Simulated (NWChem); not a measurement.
C2H3FOSi; SMILES [SiH2]1OC=C1F

```xyz
8

F     -0.2268     2.1000     0.0000
C      0.0006     0.7973     0.0000
C      1.1677     0.1234     0.0000
O      0.8879    -1.2338     0.0000
Si    -0.8070    -0.8754     0.0000
H      2.2167     0.4374     0.0000
H     -1.4951    -1.3676    -1.2226
H     -1.4951    -1.3676     1.2226
```
Atoms are numbered in this order, from 1.

Results from NWChem. Pople sets run with spherical d functions. Structure relaxed at the PBE0/def2-SVP level. Ions are spin-unrestricted doublets at the neutral geometry; other ion states weren't tried.

For level Hartree-Fock/6-31+G*:

```yaml
vertical ionisation energy, ΔSCF (eV): 8.24
"−ε(HOMO) (eV)": 9.65
```

**Question.** What are these values for level PBE/6-31+G*?

**Answer.** The vertical ionisation energy, ΔSCF (eV) is 8.92 and the −ε(HOMO) (eV) is 5.48.
